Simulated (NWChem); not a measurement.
System: C2H8Ge; SMILES [CH3][GeH2][CH3]

Input file for NWChem:

```
start job
memory heap 200 mb stack 900 mb global 1100 mb
geometry units angstroms noautoz
  Ge     0.000000     0.000000    -0.372946
  C     -1.609513     0.000000     0.737566
  C      1.609513     0.000000     0.737566
  H      0.000000     1.249558    -1.283409
  H      0.000000    -1.249558    -1.283409
  H     -1.632833    -0.892167     1.380755
  H     -2.514494     0.000000     0.112852
  H     -1.632833     0.892167     1.380755
  H      2.514494     0.000000     0.112852
  H      1.632833    -0.892167     1.380755
  H      1.632833     0.892167     1.380755
end
basis spherical
  * library def2-svp
end
dft
  xc xpbe96 cpbe96
  iterations 150
  vectors input atomic output neutral.movecs
end
task dft energy
charge 1
dft
  odft
  mult 2
  vectors input atomic output cation.movecs
end
task dft energy
```

The geometry was optimised at PBE0/def2-SVP.

Ions are spin-unrestricted doublets at the neutral geometry; other ion states weren't tried.

What results follow from this input? (PBE/def2-SVP, vertical spin-unrestricted ions.) Quantities: −ε(HOMO) (eV).


```json
{
 "−ε(HOMO) (eV)": "7.23"
}
```
